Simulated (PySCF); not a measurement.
# Correlation energy of Kr (krypton, neutral)

[Kr], closed-shell 1S. Calculation: PySCF 2.14, in x2c-TZVPPall with one added diffuse shell each of s, p, d type (7s6p5d1f, 57 functions); the spin-free X2C one-electron Hamiltonian (Gaussian nucleus). Frozen: [Ar] 3d10; 8 electrons correlated.

```csv
level,correlation energy (mhartree)
CCSD,-188.15
(T),-5.62
CCSD(T),-193.77
CCSDT,-194.14
```

Diagnostics: T1 = 0.0022, D1 = 0.0054, largest double amplitude 0.030.

Is a single reference adequate?

Yes, within this model without spin-orbit coupling: T1 lies below 0.03 and no double amplitude reaches 0.07.
